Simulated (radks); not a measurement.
Trend from Sc+ to Zn+: ionisation energy by Delta-SCF between NIST ground configurations, and size. Calculated with a radial shooting solver on a logarithmic mesh with Libxc functionals: Dirac Kohn-Sham, LDA (Slater exchange, Perdew-Wang correlation), spin-unpolarised, spherical densities, finite nucleus; open shells fill j = l - 1/2 first; Fermi nuclear charge, rms radius of each element as measured or else 0.836 A^(1/3) + 0.57 fm.

| species | configuration | IE (eV) | NIST (eV) | kind | -e(HOMO) (eV) | outermost | <r> outermost (bohr) | r at 0.001 e/bohr^3 (bohr) |
|---|---|---|---|---|---|---|---|---|
| Sc+ | [Ar] 3d1 4s1 | 12.953 | 12.800 | exp. | 9.951 (4s1/2) | 4s1/2 | 3.33 | 4.26 |
| Ti+ | [Ar] 3d2 4s1 | 13.789 | 13.576 | exp. | 10.590 (4s1/2) | 4s1/2 | 3.16 | 4.18 |
| V+ | [Ar] 3d4 | 15.119 | 14.63 | exp. | 9.264 (3d3/2) | 3d3/2 | 1.55 | 3.68 |
| Cr+ | [Ar] 3d5 | 16.275 | 16.486 | exp. | 10.100 (3d5/2) | 3d5/2 | 1.42 | 3.62 |
| Mn+ | [Ar] 3d5 4s1 | 15.863 | 15.640 | exp. | 12.157 (4s1/2) | 4s1/2 | 2.78 | 3.94 |
| Fe+ | [Ar] 3d6 4s1 | 16.480 | 16.199 | exp. | 12.621 (4s1/2) | 4s1/2 | 2.69 | 3.87 |
| Co+ | [Ar] 3d8 | 19.580 | 17.084 | exp. | 12.479 (3d5/2) | 3d5/2 | 1.14 | 3.43 |
| Ni+ | [Ar] 3d9 | 20.592 | 18.169 | exp. | 13.202 (3d5/2) | 3d5/2 | 1.08 | 3.37 |
| Cu+ | [Ar] 3d10 | 21.569 | 20.292 | exp. | 13.898 (3d5/2) | 3d5/2 | 1.02 | 3.31 |
| Zn+ | [Ar] 3d10 4s1 | 18.763 | 17.964 | exp. | 14.340 (4s1/2) | 4s1/2 | 2.38 | 3.62 |

Reference values: NIST Atomic Spectra Database (exp. = measured, semi-emp. = semi-empirical, theory = theoretical value adopted there). Spin polarisation and multiplet splitting are left out, so open shells lie too high by an amount that depends on their filling.

Beside tabulated values, note that spin-unpolarised runs miss the spin-polarisation part of the exchange energy of open shells.
